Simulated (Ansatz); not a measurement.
Abridged output of a molecular run in Ansatz:

```
Functional definition: HF
1372 factors; integrals over basis functions are off by at most 1.0e-3 eV
mean field evaluation 1: about -8225.2747 eV, gradient 3.6e1 eV
mean field evaluation 2: about -8225.4397 eV, gradient 3.6e1 eV
mean field evaluation 4: about -8228.3133 eV, gradient 4.0e0 eV
mean field evaluation 8: about -8228.3627 eV, gradient 2.1e-1 eV
mean field -8228.36292254 eV, -302.3867600187 hartree, gradient 6.9e-6 eV, S^2 0.000000; 0 other end points of the search recorded, 0 dependent functions left out
5 core orbitals not correlated: weight in the atoms' cores, before any rotation towards them, 1.000 or more for the frozen orbitals, at most 0.000 for the correlated occupied ones
reference -8228.36292254 eV, -302.3867600187 hartree; 15, 15 occupied and 205, 205 virtual orbitals, 1372 factors
second order -25.48409904 eV of doubles, -0.00000000 eV of singles
cycle   1  -25.70790925 eV  change   -2.2e-1 eV  update   1.0e-1
cycle   2  -26.24571635 eV  change   -5.4e-1 eV  update   2.9e-2
cycle   3  -26.37745722 eV  change   -1.3e-1 eV  update   1.5e-2
cycle   4  -26.36451767 eV  change    1.3e-2 eV  update   3.4e-3
cycle   5  -26.36288926 eV  change    1.6e-3 eV  update   1.6e-3
cycle   6  -26.36388510 eV  change   -1.0e-3 eV  update   4.8e-4
cycle   7  -26.36369825 eV  change    1.9e-4 eV  update   1.7e-4
cycle   8  -26.36360731 eV  change    9.1e-5 eV  update   5.2e-5
cycle   9  -26.36362346 eV  change   -1.6e-5 eV  update   1.8e-5
perturbative correction -0.86524050 eV, -0.0317970018 hartree
Total energy: -8255.59178650 eV, -303.3874023126 hartree
```

Its atoms:

```xyz
10

C     1.037    0.147   -0.553
C    -0.100    0.417    0.415
F    -0.590    1.706    0.198
B    -1.262   -0.637    0.308
F    -0.972   -1.900    0.573
H     1.823    0.895   -0.431
H     0.689    0.180   -1.587
H     1.464   -0.840   -0.363
H     0.297    0.400    1.442
H    -2.387   -0.368   -0.003
```

**Question.** Which basis set was used?
A. def2-SVP
B. def2-SVPD
C. cc-pV(D+d)Z
D. def2-TZVPP

**Answer.** D. It gives 225 functions.

**Question.** Write the keys of the input that set method, charge and spin (a neutral closed shell needs none for the last two).

**Answer.** 
```yaml
correlation: {method: ccsd_t}
```
